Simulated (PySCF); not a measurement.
AuF₅, SMILES [F][Au]([F])([F])([F])[F], multiplicity 1.

Geometry: PBE0-D3(BJ)/def2-SVP. The spin state was assumed, not searched. The def2 effective core potentials stand for the cores of Au; spin–orbit coupling is left out.

All values below come from TDA-PBE/def2-SVPD (PySCF).

Vertical excitations; the highest root listed may be one member of a degenerate set. The molecule is in vacuum. State labels are in the subgroup C2v.

```
state  symmetry  energy (eV)  λ (nm)      f                    main pairs
-----  --------  -----------  ------  -----  ----------------------------
S1           A1         0.40    3111  0.000               HOMO→LUMO 100 %
S2           B1         0.83    1498  0.003  HOMO−1→LUMO (degenerate set)
S3           B2         0.83    1498  0.003  HOMO−2→LUMO (degenerate set)
S4           A2         0.89    1398  0.000             HOMO−3→LUMO 100 %
S5           B1         1.53     811  0.001  HOMO−5→LUMO (degenerate set)
S6           B2         1.53     811  0.001  HOMO−4→LUMO (degenerate set)
S7           A2         1.97     630  0.000              HOMO−6→LUMO 98 %
S8           B1         2.62     473  0.005  HOMO−7→LUMO (degenerate set)
S9           B2         2.62     473  0.005  HOMO−8→LUMO (degenerate set)
S10          A1         2.69     461  0.000              HOMO−9→LUMO 95 %
T1           A1         0.10   11852      0               HOMO→LUMO 100 %
T2           B1         0.31    3975      0  HOMO−1→LUMO (degenerate set)
T3           B2         0.31    3975      0  HOMO−2→LUMO (degenerate set)
T4           A2         0.74    1686      0             HOMO−3→LUMO 100 %
```
Triplets are in the Tamm–Dancoff approximation.
